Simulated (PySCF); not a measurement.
Gas-phase reaction: SiI4 + Si ⇌ 2 SiI2. Level: PBE0/def2-TZVP; standard pressure 1 bar.

Method: PySCF energies plus ideal-gas RRHO corrections (1 bar). Open shells (unrestricted): Si (multiplicity 3, electronic degeneracy 9); the rest are closed-shell singlets. Spin-orbit splitting is ignored; it lowers the true energy and changes the entropy of Si. I: scalar-relativistic def2 core potential, no spin-orbit coupling. The harmonic model lacks anharmonicity and excited electronic states, which grow with temperature; levels with a mode under 35 cm⁻¹ are left out. Soft modes under 120 cm⁻¹ make the harmonic entropy rough for SiI4, SiI2.

```tsv
T (K)	1000/T (1/K)	log10 K
1000	1.0000	10.93
1200	0.8333	?
1400	0.7143	8.45
1600	0.6250	7.66
1800	0.5556	7.03
2000	0.5000	6.53
```

**Question.** Fit log10 K = a + b·(1000/T) to the five rows, get the mean ΔH° and ΔS°, and predict log10 K at 1200 K.

**Answer.** Means: 1000/T = 0.6790, log10 K = 8.120. Sums of products about the means: Sxy = 1.35761, Sxx = 0.154472, so b = Sxy/Sxx = 8.79 and a = 8.120 − (8.79)×0.6790 = 2.15.
ΔH° = −R ln 10 × 1000 K × b = −19.145 × (8.79) = -168 kJ; ΔS° = R ln 10 × a = 41 J/K. The run's own values go from -164 kJ and 45 J/K at 1000 K to -176 kJ and 37 J/K at 2000 K.
Prediction at 1200 K: 2.15 + (8.79)×0.8333 = 9.47. The computed value is 9.50, 0.03 from the line.
For scale, ΔH°(298 K) is -155 kJ at this level, -160 kJ at ωB97M-V/def2-TZVP†, and runs from -286 to -63 kJ over the 17 levels computed († marks an energy on the PBE0/def2-TZVP geometry).
